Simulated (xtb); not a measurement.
CH$_{3}$Cl$_{3}$Sn, singlet, geometry from GFN2-xTB (such geometries of metal compounds can be far from the true shape).

xtb was given this input:
```
$ xtb mol.xyz --gfn 2 --gbsa methanol --json

# file mol.xyz
8

C     -2.41212915    -0.34622344     0.10505406
Sn    -0.21833744    -0.03133893     0.00950912
Cl     0.79533054    -1.34150917    -1.62327159
Cl     0.34073294     2.17314023    -0.47809076
Cl     0.83990515    -0.54801165     2.01530413
H     -2.58135026    -1.34002271     0.49965153
H     -2.82167332     0.41302867     0.75911044
H     -2.79879609    -0.25024899    -0.90155287
```

Give the partial charges in atom order at the level xtb with GFN2-xTB with GBSA(methanol).

C1 -0.15, Sn2 0.44, Cl3 -0.24, Cl4 -0.24, Cl5 -0.24, H6 0.14, H7 0.14, H8 0.14

What is the computed total energy (GFN2-xTB with GBSA(methanol))?

-19.542994 Ha

What is the computed dipole moment (GFN2-xTB with GBSA(methanol))?

5.43 D

Estimate the HOMO-LUMO gap that GFN2-xTB with GBSA(methanol) returns for this input.

3.13 eV
